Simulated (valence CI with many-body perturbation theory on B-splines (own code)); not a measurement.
Questions on Te38+

Computed by configuration interaction combined with many-body perturbation theory (CI+MBPT): four valence electrons over a frozen Dirac-Fock core [Ne], a basis of 11 s, 11 p, 9 d, 7 f, 5 g, 2 h, 1 i functions for each j, with the one-electron correlation potential Σ1, the two-electron term Σ2, the three-electron term Σ3, Breit, model QED; selected CI, second order for the rest (own B-spline code, finite nucleus).

The last digits are not significant, and no measured levels were compared; by estimate large intervals hold to a few tenths of a per cent, small ones and those within an open d or f shell to about a per cent.

Levels are named by their leading jj configuration (3d3/2^4 stands for four electrons in 3d with j = 3/2), which in mixed levels can hold well under half, so a name can repeat and another be missing.

Rates and lifetimes use the calculated energies. Strong lines usually hold to 10 to 20 %, long lifetimes can be off by a factor of two.

Problem. What is the ground level?

Solution. (3s^2 3p1/2^2) J=0, composition 73 % 3s2 3p2 3P + 26 % 3s2 3p2 1S.

Problem. How well does LS coupling describe the low levels?

Solution. Among the lowest 20 levels the leading LS term, summed over configurations, holds 62 % on average. For single configurations the figures are 56 % in LS and 81 % in jj coupling. Terms mix most in the J = 2 level at 234.50 eV, where the leading one holds 36 %.

Problem. Where does the other parity begin?

Solution. At (3s 3p1/2^2 3p3/2) J=2, 156.99 eV.

Problem. What are the static dipole polarisabilities of the lowest levels?

Solution. (3s^2 3p1/2^2) J=0 0.0141; (3s^2 3p1/2 3p3/2) J=1 0.0159 (tensor 0.00069); (3s^2 3p1/2 3p3/2) J=2 0.0158 (tensor 0.0011) bohr³, of which the core gives 0.000224.

Problem. What is the ionisation energy?

Solution. 2702 eV; NIST lists 2700 ± 4 eV (theoretical).

Problem. Among levels below 430.17 eV, which E1 lines absorb most strongly from the ground level?

Solution. to (3s^2 3p1/2 3d3/2) J=1 at 5.493 nm, f = 0.642; to (3s 3p1/2^2 3p3/2) J=1 at 7.046 nm, f = 0.145; to (3s 3p1/2 3p3/2^2) J=1 at 5.085 nm, f = 0.0282.

Problem. Name the longest-lived excited levels whose lifetime is computed, and their main decay.

Solution. (3s^2 3p1/2 3p3/2) J=2 at 67.14 eV lives 159 μs, mostly by E2 to (3s^2 3p1/2^2) J=0; (3s^2 3p3/2 3d5/2) J=4 at 285.57 eV lives 745 ns, mostly by M1 to (3s^2 3p1/2 3d5/2) J=3; (3s^2 3p1/2 3p3/2) J=1 at 61.07 eV lives 634 ns, mostly by M1 to (3s^2 3p1/2^2) J=0.
